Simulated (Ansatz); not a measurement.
`[CH3][GeH2][Se]C` + H–F → `C[Se][GeH2][F]` + CH₄ at 500 K and 1 bar (ligand exchange at a Ge–C bond).

Gas-phase electronic energies from Ansatz, PBE0-D4/def2-TZVP geometries. CCSD(T)/CBS adds triple-zeta CCSD(T) − MP2 to the extrapolated MP2 energy (def2 sets, frozen cores). This one scheme is used for every species. For Ge, Se outer-core shells are correlated without core-valence functions, which leaves a few kJ/mol of doubt a bond. Scalar relativity is left out up to krypton. One conformer a species, not always the lowest.

| species | CCSD(T)/CBS energy (Eh) | H − E (kJ/mol) | S (J/(mol·K)) |
| --- | --- | --- | --- |
| `[CH3][GeH2][Se]C` | -4557.76484 | 288.7 | 449.8 |
| H–F | -100.39570 | 39.4 | 188.7 |
| `C[Se][GeH2][F]` | -4617.72550 | 192.0 | 421.3 |
| CH₄ | -40.46206 | 135.6 | 206.8 |

H − E and S are ideal-gas, rigid-rotor, harmonic terms from PBE0-D4/def2-TZVP, for one conformer and one mirror image of each species. 1 Eh = 2625.50 kJ/mol, R = 8.31446 J/(mol·K).

Problem. By hand: ΔE, ΔH, ΔS and ΔG.

Solution. ΔE = (-4617.72550) + (-40.46206) − (-4557.76484) − (-100.39570) = -0.02702 Eh = -70.9 kJ/mol. Δ(H − E) = 192.0 + 135.6 − 288.7 − 39.4 = -0.5, so ΔH = -71.4 kJ/mol. ΔS = 421.3 + 206.8 − 449.8 − 188.7 = -10.4 J/(mol·K). ΔG = -71.4 − 500 × (-10.4)/1000 = -66.2 kJ/mol.

Problem. By hand: the equilibrium constant, and the temperature at which ΔG would vanish if ΔH and ΔS stayed fixed.

Solution. log₁₀ K = −ΔG/(RT ln 10) = 6.9. ΔG = 0 at ΔH/ΔS = 6865 K, far beyond where these terms or the molecules hold.

The number of gas molecules stays the same, so ΔS is small and ΔH decides. A doubt of 5 kJ/mol in ΔE shifts log₁₀ K by 0.5 here. Other conformers and mirror images would add mixing entropy, several J/(mol·K) or more a flexible species. Modes under 60 cm⁻¹, often nearly free rotors, make the harmonic entropy too high. These are equilibria of isolated gas molecules and say nothing of rates. Largest T1 diagnostic: 0.011 (customary marks: 0.02 for closed shells, 0.045 for open ones).
